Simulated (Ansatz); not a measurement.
A made-up structure of SiH₃SeO (charge +1), closed shell:

```
6
angstrom
O -1.1962 -1.5222 -0.1332
Se -0.5694 -0.3484 1.3174
Si 0.8688 1.0212 -0.0864
H -1.7708 -2.0714 -0.0557
H 0.9564 0.6911 -1.6992
H 1.7113 2.2296 0.6571
```

It is relaxed with PBE-D4/def2-SVP and then PBE0-D4/def2-TZVP (Ansatz 0.2.0). Atoms count as bonded within 1.22 times the sum of their covalent radii (H–H: 0.88 Å). The end point is not checked to be a true minimum.

Does its bonding change? (A judgement: the text doesn't fix the answer.)

Computed: No: no bond forms or breaks.

Where it ends: The first stage lowers the energy by 2.48 eV in 10 steps. It ends as SiH₃SeO ([OH][Se][SiH2]), total charge +1:
```tsv
atom	x (Å)	y (Å)	z (Å)
O1	-0.8414	-1.5473	-0.0771
Se2	-0.4320	-0.3748	1.1902
Si3	0.7483	0.9350	-0.0823
H4	-1.8037	-1.6663	-0.0911
H5	0.8460	0.6259	-1.5194
H6	1.4829	2.0275	0.5796
```

Labels in which every atom is bracketed show which atoms are joined, not bond orders.

For scale, one of the runs: PBE0-D4/def2-TZVP relaxation, 134 basis functions, launched by `ansatz run in.yaml --threads 2 --pin off --events-out ev --progress --plain --max-ram 4352MiB`. The run took about 21 s on 2 CPU threads of an Arm Neoverse V2 (shared host).
